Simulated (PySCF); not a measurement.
A spin–spin coupling run with PySCF 2.14 (density fitting, non-relativistic, gas phase) on SMILES CC[SiH2]B(F)F, C2H7BF2Si:

```
$ OMP_NUM_THREADS=1 python probes_run.py task.json out

{"job": {"kind": "j", "xc": "B3LYP", "basis": "cc-pVTZ"}, "charge": 0, "multiplicity": 1}
C     -1.808579    -0.093368    -0.202790
C     -0.387704    -0.514581     0.156864
Si     0.969674     0.622167    -0.500168
B      2.793090    -0.145549    -0.029074
F      2.949417    -1.447773     0.140764
F      3.880797     0.587138     0.119645
H     -2.555390    -0.786236     0.216346
H     -1.958812    -0.069071    -1.293618
H     -2.042674     0.912482     0.180223
H     -0.170555    -1.529453    -0.219660
H     -0.265879    -0.575118     1.252581
H      0.836764     2.007748     0.052236
H      0.883513     0.728604    -1.994657
```

Hardware: 1 thread of an Arm Neoverse V1, shared host. The job also computes field gradients.

Q: How large is the calculation?

A: 56 electrons, 282 basis functions and 717 auxiliary functions.

Q: How long does it take, and how much memory does it need?

A: 58 s of wall time, with 13 SCF cycles; peak memory 1.1 GiB. Times on a shared host scatter by some tens of per cent.

Q: And these other runs on the same molecule and hardware: GIAO shielding at B3LYP/pcSseg-1; GIAO shielding at B97-D/pcSseg-1; GIAO shielding at BLYP/pcSseg-1; GIAO shielding at BP86/pcSseg-1; GIAO shielding at HF/pcSseg-1; GIAO shielding at KT2/pcSseg-1?

A: B3LYP/pcSseg-1: 144 functions, 12 s; B97-D/pcSseg-1: 144 functions, 18 s; BLYP/pcSseg-1: 144 functions, 18 s; BP86/pcSseg-1: 144 functions, 18 s; HF/pcSseg-1: 144 functions, 6.2 s; KT2/pcSseg-1: 144 functions, 18 s.
